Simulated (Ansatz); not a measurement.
Z-matrix (Å, degrees):
```
C
F 1 1.354
F 1 1.354 2 106.1
C 1 1.499 2 115.9 3 130.2
C 1 1.550 2 114.5 3 -127.4
C 4 1.330 1 89.6 2 117.4
H 4 1.079 1 133.6 2 -62.6
H 5 1.091 1 114.4 2 126.2
H 5 1.091 1 114.4 2 -3.4
F 6 1.311 4 133.1 1 180.0
```

The species carries charge 0 and has multiplicity 1.

Problem. List the ωB97M-V/def2-TZVPP orbital energies in eV (the Gaussian-basis code of Ansatz). (Best estimate.)

Solution. The calculation gave: Occupied: -678.95, -677.93, -677.92, -286.37, -284.79, -282.39, -282.08, -38.20, -37.96, -36.31, -28.13, -22.63, -21.66, -19.79, -18.39, -17.92, -17.76, -16.88, -16.64, -16.22, -15.16, -14.56, -13.88, -13.87, -13.03, -11.81, -10.39. Lowest empty: 1.99, 3.00, 3.76, 4.10, 4.18, 4.37, 5.79, 6.30.
